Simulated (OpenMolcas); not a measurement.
**Re4+: moving or changing the point charges**

Re4+ among 4 point charges of -1 e arranged as a tetrahedron (Td), 2.11 Å from the ion.

| Quantity | Value |
| --- | --- |
| Program | OpenMolcas |
| Method | CASSCF |
| Basis | ANO-RCC-VTZP [8s7p5d3f2g1h] |
| Scalar Hamiltonian | DKH2, point nucleus |
| Active space | 3 electrons in 5 orbitals (5d) |
| State averaging | 2S+1 = 4 even, 10 roots; 2S+1 = 2 even, 40 roots |
| Spin-orbit coupling | RASSI with atomic mean-field integrals over the reference wave functions |

Runs around this geometry, states (labels of Td). Energies in cm-1 above the lowest state or level, χT in cm3 K/mol; under a threefold ground state the first gap can be a small split of the lowest multiplet, not the spin-orbit step; 10Dq and B are least-squares fits to the states below 45000 cm-1, weighted by degeneracy, with a free offset, and given where the rms deviation is under 5 % of |10Dq| (or 100 cm-1) and under 700 cm-1; 10Dq is negative for this site.

```
R (Å)  q (e)  Ground state  First state of that spin   10Dq  B (rms of fit)  First gap with spin-orbit (degeneracies)  χT at 300 K  First state of another spin
 2.11  -0.65           4T1                  4T2 1066  -1331        840 (22)                               4232 (4, 2)        0.119                     2E 14006
 1.95     -1           4T1                  4T2 2267  -2767        835 (32)                               3940 (4, 2)        0.119                     2E 13126
 2.11     -1           4T1                  4T2 1581  -1953        838 (27)                               4096 (4, 2)        0.118                     2E 13710
 2.31     -1           4T1                  4T2 1035  -1290        840 (22)                               4239 (4, 2)        0.119                     2E 14023
```

Taking |10Dq| as R^-n, n = -ln(1290 / 2767) / ln(2.31 / 1.95) = 4.5 between the shortest and longest distance. The point-charge formula for a cubic d site gives n = 5.

Scaling the charges by -0.65 / -1 = 0.65 scales |10Dq| by 1331 / 1953 = 0.68; with fixed orbitals a first-order splitting would follow the charge.

Without dynamic correlation the repulsion within the d shell is too large (B by tens of per cent), so at a given field states of lower spin stand too high. Point charges give a weaker field than real ligands, and real ions of this kind are as a rule low spin; the high spin found here belongs to the model. The ground term spreads over less than 5000 cm-1, several times less than with real ligands, so orbital moments are less quenched and χT lies further from the spin-only value than at real sites. Spin-orbit coupling mixes the spin-free states strongly: the lowest level takes only 47 % from its leading state, 4T1 (figures for R = 2.11, q = -0.65; the like holds for R = 1.95, q = -1, R = 2.11, q = -1, R = 2.31, q = -1). This is an electrostatic model: the charges have no orbitals. No measured value stands beside these numbers.
